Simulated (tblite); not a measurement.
Compound: C6H10Cl2OSi.
Numbering: `[CH2:1]=[CH:2][C@:3]([CH:4]=[O:5])([CH2:6][SiH3:7])[CH:8]([Cl:9])[Cl:10]` (hydrogens: H11, H12 on C1; H13 on C2; H14 on C4; H15, H16 on C6; H17, H18, H19 on Si7; H20 on C8)

Cartesian coordinates in Å at the GFN2-xTB level; atoms count from 1:
```
atom  x, y, z in Å
C1     2.4401   -0.7045   -0.8873
C2     1.5396    0.2608   -0.9068
C3     0.3270    0.3171   -0.0130
C4     0.6877    0.1454    1.4532
O5    -0.0624    0.3833    2.3555
C6    -0.6321   -0.8435   -0.3583
Si7   -2.3092   -0.9238    0.5596
C8    -0.3829    1.6651   -0.1387
Cl9   -1.0411    1.9207   -1.7612
Cl10   0.7573    2.9818    0.2468
H11    3.2792   -0.6988   -1.5605
H12    2.3829   -1.5432   -0.2127
H13    1.6342    1.0713   -1.6147
H14    1.7022   -0.2514    1.6308
H15   -0.8199   -0.8013   -1.4329
H16   -0.0922   -1.7754   -0.1799
H17   -2.1381   -1.0741    1.9981
H18   -3.1112    0.2548    0.2337
H19   -2.9595   -2.1171    0.0129
H20   -1.2069    1.7436    0.5724
```

Computed values, GFN2-xTB/tblite, gas phase, harmonic and unscaled. Errors from tens to a few hundred cm⁻¹ against measured bands are possible. Modes of hydrogen on silicon can be 10 to 20 % off. One conformer, not necessarily the lowest. The optimisation stopped once no atom felt more than 0.01 eV/Å.

Lowest wavenumbers of the output (negative numbers stand for imaginary wavenumbers):
```
mode    cm-1
  1     -52.9
  2      53.0
  3      86.4
  4      95.8
  5     137.7
  6     151.5
  7     157.5
  8     163.4
```

Is this structure a minimum?

Not by this Hessian. 1 mode is imaginary beyond 20i (53i cm⁻¹), so at this level the point lies at or near a first-order saddle. The curvature is small, so loose convergence or finite differences may be the whole cause.

Which atoms move in the imaginary mode?

53i: O5 (aldehyde oxygen) 31 %, Si7 (SiH3 silicon) 15 %, H18 (Si–H hydrogen) 12 %, H17 (Si–H hydrogen) 12 %. These are shares of the mass-weighted motion.

What is the remedy?

Step along that mode in both directions, optimise again with tighter thresholds and repeat the frequencies. The zero-point energy of this point (86.3 kcal/mol) counts the 53 real modes alone, and thermal corrections from it aren't those of a minimum.

Hardware: one thread, Arm Neoverse N1 (aarch64), on a shared host. Cost: 2.2 s wall. This covers the Hessian and the dipole derivatives.
